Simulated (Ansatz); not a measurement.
A rate constant, worked out

An elementary step of SnN$_{2}$H$_{6}$, singlet (SnN₂H₆ ([NH2][SnH2][NH2]) → SnNH₃ ([NH][SnH2]) + NH₃ (still joined by a long Sn–N bond); Sn–N, N–H broken or loosened, N–H formed or tightened). The start structure is the reactant molecule, and the electronic barrier above it is 1.974 eV by CCSD(T) at an estimated basis limit (MP2 extrapolated from triple and quadruple zeta, plus CCSD(T) − MP2 in triple zeta). Program: Ansatz 0.2.0. Basis: def2-TZVPP and def2-QZVPP. Cores are frozen in the correlated methods. Filled d shells of the heavier atoms are correlated. Core potentials replace the inner electrons of the atoms past krypton. The def2 sets are not built for correlating such inner shells, so the correlated values are less sure here. Extrapolation: Hartree–Fock as exp(−7.88 √X), correlation as X^−2.97. Harmonic wavenumbers at PBE0-D4/def2-TZVP (Ansatz 0.2.0), in cm⁻¹:

Start: 111, 142, 197, 394, 495, 532, 546, 603, 617, 666, 699, 848, 864, 1566, 1570, 1920, 1961, 3544, 3546, 3641, 3642.

Saddle: 1153i, 273, 363, 384, 394, 414, 570, 643, 712, 722, 788, 828, 929, 1529, 1551, 1857, 1869, 1909, 3527, 3568, 3629.

(1) Work out the transition-state-theory rate constant at 500 K from these numbers alone (harmonic vibrations; rotation, path degeneracy and anharmonicity left out), and the Wigner tunnelling factor. Use 1 cm⁻¹ = 1.2398 × 10⁻⁴ eV and k_B = 8.617 × 10⁻⁵ eV/K.

The T1 diagnostic stays at or below 0.021.

Answers

(1) Zero-point energies, half the sums: start 28104/2 cm⁻¹ = 1.7422 eV; saddle, real modes only, 26459/2 cm⁻¹ = 1.6402 eV.
Barrier with zero-point energy: 1.974 + 1.6402 − 1.7422 = 1.8720 eV.
k_BT = 0.04309 eV, so the barrier is 43.45 k_BT.
Vibrational partition functions from the zero-point level, ln q = −Σ ln(1 − exp(−hν/k_BT)): start 5.257, saddle 3.169.
k = (k_BT/h) exp(ln q‡ − ln q) exp(−E0/k_BT), with log₁₀(k_BT/h in s⁻¹) = 13.02: log₁₀ k = 13.02 + (-2.088 − 43.45)/2.3026 = -6.76, so k ≈ 2 × 10^(-7) s⁻¹.
Wigner factor: 1 + (hν‡/k_BT)²/24 = 1 + (3.32)²/24 = 1.46. A change of 1 kcal/mol (0.043 eV) in the barrier would change k by a factor of 2.7 at this temperature.

Labels in which every atom is bracketed show which atoms are joined, not bond orders.

For scale, one of the runs: CCSD(T)/def2-TZVPP, 196 basis functions, launched by `ansatz run in.yaml --threads 4 --pin off --events-out ev --progress --plain --max-ram 9574MiB`. The run took 78 s on 4 CPU threads of an Intel Xeon (shared host), with 2.6 GiB of host memory at its peak.
